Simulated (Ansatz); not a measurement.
Harmonic frequencies (cm⁻¹) at PBE0-D4/def2-TZVP from Ansatz: 92, 212, 374, 415, 779, 846, 885, 909, 1005, 1074, 1125, 1160, 1178, 1214, 1279, 1308, 1448, 1483, 1536, 3100, 3110, 3138, 3165, 3202.

Each molecule was computed in one conformer, which needn't be the lowest.

Which molecule is it?
A. `C=C(O)CCl`
B. `ClC1CCO1`
C. `C[B]([GaH2])[TeH]`
D. `ClCC1CO1`

D.
